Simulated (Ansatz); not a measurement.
`O[SiH2][AlH][Cl]`. Total charge 0; spin multiplicity 1.

Cartesian coordinates in Å:
```
O 1.550 -0.547 0.930
Si 0.783 -0.441 -0.533
Al -1.385 0.662 -0.190
Cl -1.725 0.992 1.873
H 1.030 -0.315 1.701
H 1.659 0.313 -1.473
H 0.609 -1.801 -1.123
H -2.520 1.136 -1.184
```

Task: Give the diagnostics of a CCSD(T)/def2-TZVPP run (frozen core, the Gaussian-basis code of Ansatz). (Estimate.)

Result: Computed: T1 = 0.0113, largest single amplitude 0.017, largest double 0.027, (T) share of the correlation energy 3.5 %, 10 CCSD cycles. The RHF solution is stable towards an unrestricted one. T1 lies under the customary mark of 0.02 for closed shells.
